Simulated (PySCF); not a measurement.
Species: Sn(SMe)4, C₄H₁₂S₄Sn.
Bonds: Sn1–S2, Sn1–S7, Sn1–S12, Sn1–S17, S2–C3, S7–C8, S12–C13, S17–C18. Hydrogens: H4, H5, H6 on C3; H9, H10, H11 on C8; H14, H15, H16 on C13; H19, H20, H21 on C18.

Level of theory: PySCF 2.14.0, PBE0-D3(BJ)/def2-SVP geometry optimisation, gas phase, def2 core potentials past Kr.

Question: What internal coordinates does the optimisation give?

Answer: 
| bond | length (Å) |
| --- | --- |
| Sn1–S2 and 3 like bonds | 2.409 |
| S2–C3 and 3 like bonds | 1.826 |
| C3–H4 and 11 like bonds | 1.099 |

Bonds in one row agree within 0.01 Å and their mean is given. A selection of angles:
| angle | degrees |
| --- | --- |
| S2–Sn1–S7 | 111.9 |
| S2–Sn1–S17 | 108.6 |
| S7–Sn1–S12 | 108.4 |
| Sn1–S2–C3 | 98.4 |
| S2–C3–H4 | 111.1 |
| S2–C3–H5 | 106.4 |
| H4–C3–H5 | 109.0 |
| Sn1–S12–C13 | 99.2 |

Torsions: S7–Sn1–S2–C3 -70° (synclinal); S2–Sn1–S7–C8 177° (antiperiplanar); S2–Sn1–S12–C13 72° (synclinal); S2–Sn1–S17–C18 65° (synclinal). The mirror-image conformer, all signs reversed, is as good.

All 4 C–S bonds measure 1.825 to 1.828 Å. All 4 S–Sn bonds measure 2.407 to 2.410 Å. S2 (sulfur bonded to C and Sn) is bent (angle 98.4°). Sn1 (tin bonded to 4 S) is tetrahedral (angles from 108.1° to 111.9°). Of the pairs four or more bonds apart, H4···S17 is among the closest relative to their van der Waals radii: 3.10 Å, 103 % of the sum of Bondi's values.

No frequency check. One conformer, not necessarily the lowest.
